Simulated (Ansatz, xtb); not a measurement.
**C4H2ClFN2: which of two isomers lies lower**

Structure X: `Fc1cc(Cl)ncn1`, a singlet. Structure Y: `Fc1nccc(Cl)n1`, a singlet. Both are isolated molecules in the gas phase, relaxed with PBE0-D3(BJ)/def2-SVP.

Energies in hartree; the thermal terms are from GFN2-xTB frequencies at re-optimised GFN2-xTB minima (ideal gas, soft modes damped towards free rotors, one conformer each, 298.15 K, 1 atm) and include the zero-point energy:

```
                              X           Y
E, CCSD(T)/def2-SVP  −821.248563  −821.251221
    E, MP2/def2-SVP  −821.173753  −821.176571
  E, MP2/def2-TZVPP  −822.053850  −822.055801
  zero-point energy     0.056655     0.056803
       H(298 K) − E     0.063919     0.064042
       G(298 K) − E     0.025411     0.025585
```

**Question.** Correct the CCSD(T) difference for the basis set by the MP2 change, then work out ΔE, ΔE₀, ΔH and ΔG for X → Y in kcal/mol (1 Eh = 627.51 kcal/mol) and the equilibrium ratio [Y]/[X].

**Answer.** 1. Differences Y − X: CCSD(T) −0.002658, MP2 in the small set −0.002818, MP2 in the large set −0.001951 Eh.
2. ΔE = −0.002658 + (−0.001951 − (−0.002818)) = −0.001791 Eh = −1.12 kcal/mol.
3. ΔE₀ = ΔE + ΔZPE = −0.001791 + (+0.000148) Eh = −1.03 kcal/mol.
4. ΔH = ΔE + (+0.000123) Eh = −1.05 kcal/mol.
5. ΔG = ΔE + (+0.000174) Eh = −1.01 kcal/mol, so ΔS = (ΔH − ΔG)/T = −0.4 J/(mol K).
6. kT = 0.9442 mEh, so K = [Y]/[X] = exp(−ΔG/kT) = exp(+1.71) ≈ 5.5.

Structure Y is favoured at this temperature. An error of 1 kcal/mol in ΔG would change K by a factor of 5.4. Mirror images and further conformers aren't counted.

As drawn, both hold the same kinds of bond in the same numbers.

Other levels gave ΔE = −1.5 (GFN2-xTB); −1.2 (HF/STO-3G, GFN2-xTB geometries); −2.0 (r2SCAN-D4/def2-SVP, GFN2-xTB geometries); −1.9 (PBE0-D3(BJ)/def2-SVP); −2.0 (HF/def2-SVP); −1.8 (MP2/def2-SVP); −1.7 (CCSD(T)/def2-SVP) kcal/mol. The correlated steps freeze 12 core orbitals. Programs: Ansatz 0.2.0, xtb 6.7.1.
